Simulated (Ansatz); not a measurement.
Worked example: C2H5FSn + C3H9MgN → C2H7NSn + C3H7FMg

Species: C2H5FSn `C[CH2][Sn][F]`, singlet; C3H9MgN `C[CH](C)[Mg][NH2]`, singlet; C2H7NSn `C[CH2][Sn][NH2]`, singlet; C3H7FMg `C[CH](C)[Mg][F]`, singlet. The partners trade F for NH2: Sn–F and Mg–NH2 bonds give way to Sn–NH2 and Mg–F.

Shapes, held fixed at every level: PBE0-D4/def2-TZVP. Flexible molecules stand in one conformer, not always the lowest. Programs: Ansatz 0.2.0. Electronic energies: no zero-point or thermal term.

At CCSD(T)/def2-TZVPP; 1 Eh = 2625.50 kJ/mol:

```
species  energy (Eh)
C2H5FSn  -392.502730
C3H9MgN  -374.007839
C2H7NSn  -348.614554
C3H7FMg  -417.923966
```

Work out ΔE of the reaction at this level.


1. Products less reactants: (-348.614554) + (-417.923966) − [(-392.502730) + (-374.007839)] = -0.027951 Eh = -73.4 kJ/mol.

Other levels give -78.4 (MP2/def2-TZVPP) to -66.5 kJ/mol (wB97M-V/def2-TZVPP). No measured value is set beside it here. For atoms past krypton def2 sets carry core potentials with scalar relativity. Outer-core shells of Mg, Sn are correlated in most correlated rows, in sets that cover them unevenly.
